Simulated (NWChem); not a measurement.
Species: AgPH4; SMILES [PH3]->[AgH]

Results from NWChem. def2 effective core potentials on Ag; no spin-orbit coupling. Each level has its own optimisation; frequencies are unscaled.

### Question
Among these, which level gives the highest value of “lowest (cm⁻¹)”?
A. PBE/def2-SVP
B. PBE0/def2-SVP
C. LDA (Slater exchange, VWN5)/def2-SVP

### Answer
C, LDA (Slater exchange, VWN5)/def2-SVP. Values: PBE0/def2-SVP 223; PBE/def2-SVP 225; LDA (Slater exchange, VWN5)/def2-SVP 258
